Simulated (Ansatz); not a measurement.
Relaxation of Cl2H2HfO2 (7 atoms, charge 0, multiplicity 1), to a largest force component of 0.02 eV/Å in at most 40 steps.

Theory: RKS PBE/def2-SVP in Ansatz 0.2.0.

```xyz
7
Properties=species:S:1:pos:R:3
Hf 0.000 0.000 0.000
Cl 0.000 0.000 2.520
Cl 2.376 0.000 -0.839
O -0.975 1.689 -0.689
H -1.933 1.458 -0.912
O -0.975 -1.689 -0.689
H -1.430 -2.155 0.083
```

Task: Where does it end, and by what steps?

Result: The forces met the threshold. After 8 steps the energy has fallen by 0.978 eV; H7 moved furthest, 0.64 Å.

```tsv
step	energy less start (eV)	largest force component (eV/Å)	accepted
0	0.0000	2.556	yes
1	-0.6651	1.210	yes
2	-0.7907	0.781	yes
3	-0.8581	0.718	yes
4	-0.9300	0.492	yes
5	-0.9700	0.336	yes
6	-0.9768	0.070	yes
7	-0.9777	0.081	yes
8	-0.9780	0.002	yes
```

```xyz
7
Properties=species:S:1:pos:R:3
Hf -0.053 -0.042 0.137
Cl 0.107 0.283 2.485
Cl 2.098 -0.018 -0.870
O -1.101 1.373 -0.612
H -1.730 1.970 -1.037
O -0.872 -1.739 -0.196
H -1.385 -2.522 -0.433
```

Whether the end is a true minimum wasn't checked by a vibrational analysis.

The run took 20 s on 2 threads of Arm Neoverse V2, on a shared host, peak memory 0.21 GiB.
